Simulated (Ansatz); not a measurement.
Basis-set series for `C[S+](C)[Cu-][OH]`. Total charge 0; spin multiplicity 1. All single points use the PBE0-D4/def2-TZVP geometry. It is one conformer, not always the lowest.

| atom | x (Å) | y (Å) | z (Å) |
| --- | --- | --- | --- |
| C1 | -0.649 | 1.258 | 0.967 |
| S2 | 0.444 | 0.747 | -0.369 |
| C3 | -0.761 | 0.091 | -1.534 |
| Cu4 | 1.593 | -0.915 | 0.355 |
| O5 | 2.682 | -2.215 | 0.914 |
| H6 | -1.234 | 0.417 | 1.337 |
| H7 | -0.017 | 1.639 | 1.768 |
| H8 | -1.305 | 2.055 | 0.614 |
| H9 | -1.417 | 0.896 | -1.869 |
| H10 | -1.342 | -0.712 | -1.083 |
| H11 | -0.203 | -0.299 | -2.384 |
| H12 | 2.210 | -2.963 | 1.284 |

```tsv
functional	basis	functions	energy (Eh)	HOMO (eV)	LUMO (eV)
PBE0-D4	def2-SVP	126	-2193.34246	-5.31	0.29
PBE0-D4	def2-QZVPP	551	-2193.98950	-6.08	-0.48
ωB97M-V	def2-SVP	126	-2193.70128	-7.71	1.53
ωB97M-V	def2-QZVPP	551	-2194.35495	-8.55	0.67
```

**Question.** Give the rows for def2-TZVPP. (An estimate is asked.)

**Answer.** Ansatz gave: 
```
functional       basis  functions  energy (Eh)  HOMO (eV)  LUMO (eV)
   PBE0-D4  def2-TZVPP        297  -2193.92434      -5.98      -0.26
   ωB97M-V  def2-TZVPP        297  -2194.29151      -8.45       1.32
```

Positive LUMOs are unbound and depend on the basis. Scalar relativity is left out up to krypton.
